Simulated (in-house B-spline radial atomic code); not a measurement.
Settings and results of a run for the tellurium ion Te⁴⁺. Level of theory: Dirac-Kohn-Sham B97-1, spherical fractional occupations, Fermi nucleus of rms radius 4.7423 fm; calculated with a radial B-spline atomic code at the basis-set limit.

Command:
```bash
python run_scf.py task.json out
```
Settings (nuclear radius in fm, mass in u):
```
Z                52
configuration    [Kr] 4d10 5s2
hamiltonian      dirac
method           b97_1
spin_polarised   False
nucleus          fermi
rms_radius       4.7423
atomic_mass      129.90622
speed_of_light   137.035999084
```

Output (hartree, bohr):
```
 radial grid: 70 intervals, B-splines of order 8, outer radius 30.8511 bohr

 iter        energy (Eh)    residual
    1       -6777.165982    6.85e-01
    2       -6786.091050    5.66e-01
    3       -6793.038986    1.23e-01
    4       -6793.362200    2.79e-02
    5       -6793.373606    1.28e-02
    6       -6793.377040    3.82e-03
    7       -6793.377376    1.11e-04
    8       -6793.377376    1.49e-05
    9       -6793.377376    7.75e-07
   10       -6793.377376    1.19e-08

 total energy                     -6793.37738
 kinetic                            7183.4408
 electron-nucleus                 -16425.0541
 Hartree                            2623.1874
 exact exchange                      -36.1205
 exchange-correlation               -138.8311

 first-order corrections (not in the total)
   Gaunt                             5.6486
   retardation                      -0.5808
   frequency dependence             -0.0520
   self-energy                       3.8405
   Uehling                          -0.5163
   Wichmann-Kroll                    0.0114
   recoil                            0.0194

 orbital      occ     eigenvalue          <r>       <r^2>       <1/r>       <r^4>     <1/r^3>       r_max    small
 1s1/2      2.000     -1166.0377    0.0278111  0.00104803     55.5719 2.87269e-06           -     0.01793  3.66e-02
 2s1/2      2.000      -180.9081     0.119401   0.0168713      12.946  0.00049146           -      0.1015  7.81e-03
 2p1/2      2.000      -169.4908     0.100846   0.0125091       12.92 0.000315439           -     0.07797  7.82e-03
 2p3/2      4.000      -159.3976     0.106417   0.0137999     11.9559 0.000375767     4907.01     0.08267  7.44e-03
 3s1/2      2.000       -37.6105     0.321561    0.118327     4.60664   0.0213421           -      0.2927  2.30e-03
 3p1/2      2.000       -32.9121     0.312065    0.113191     4.51462    0.020491           -      0.2793  2.24e-03
 3p3/2      4.000       -31.0195      0.32343    0.121369     4.27808   0.0234617     935.032      0.2898  2.13e-03
 3d3/2      4.000       -22.7616     0.294431    0.102754     4.12849   0.0193695      148.62       0.236  2.02e-03
 3d5/2      6.000       -22.3667     0.298036     0.10514     4.06751   0.0202104     137.994       0.239  1.98e-03
 4s1/2      2.000        -7.8548     0.764093    0.659814     1.83427    0.642199           -      0.7006  6.42e-04
 4p1/2      2.000        -6.2206      0.80103    0.731452     1.72142    0.816369           -      0.7213  5.80e-04
 4p3/2      4.000        -5.8581     0.828995    0.783211     1.64592    0.936269     178.738      0.7457  5.48e-04
 4d3/2      4.000        -3.2354     0.952201     1.05924     1.39218     1.90257     21.1332      0.8053  4.11e-04
 4d5/2      6.000        -3.1797     0.963574     1.08457     1.37292     1.99487     19.6817      0.8142  4.02e-04
 5s1/2      2.000        -1.9873      1.87389     3.92418    0.697779      22.134           -       1.704  1.30e-04
```

Cost of the run: 2.3 s on 1 thread of Intel(R) Xeon(R) 6975P-C, with other jobs on the host.

For the Dirac Hamiltonian the kinetic term is c α·p + (β - 1)c².
